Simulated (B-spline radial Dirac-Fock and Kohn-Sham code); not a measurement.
ΔSCF core binding energies without Breit or QED terms, calculated with a radial B-spline solver.

A sound run for the Ce⁺ ion, 1s2 2s2 2p6 3s2 3p6 3d10 4s2 4p6 4d10 4f1 5s2 5p6 5d2: The ground state converged in 10 iterations, with total energy -8860.88711 Ha, virial ratio 1.93219 and highest orbital energy -10.22 eV. ΔSCF binding energies: K (1s) 40610.5 eV, L3 (2p3/2) 5748.9 eV, M5 (3d5/2) 898.3 eV.

A second run, with one unsound setting: The ground state converged in 11 iterations, with total energy -11299.54334 Ha, virial ratio 1.29192 and highest orbital energy -3.57 eV. ΔSCF binding energies: K (1s) 47388.5 eV, L3 (2p3/2) 5781.4 eV, M5 (3d5/2) 738.7 eV.

```
iter   energy (Ha)        error
   1   -11259.06884870  9.50e+00
   2   -11293.17877488  1.24e+00
   3   -11299.18132936  3.65e-01
   4   -11299.50806711  1.41e-01
   5   -11299.53906563  3.56e-02
   6   -11299.54295127  6.47e-03
   7   -11299.54332435  9.38e-04
   8   -11299.54333983  4.97e-05
   9   -11299.54334003  1.72e-05
  11   -11299.54334004  1.46e-07
```

**Question.** Which fault fits the second run best?
A. spline order too low
B. too few iterations
C. speed of light below Z
D. mesh too coarse

**Answer.** C. The input had c_factor = 0.33: c_factor makes c so small that Zα exceeds 1, so any numbers that come out have no meaning.
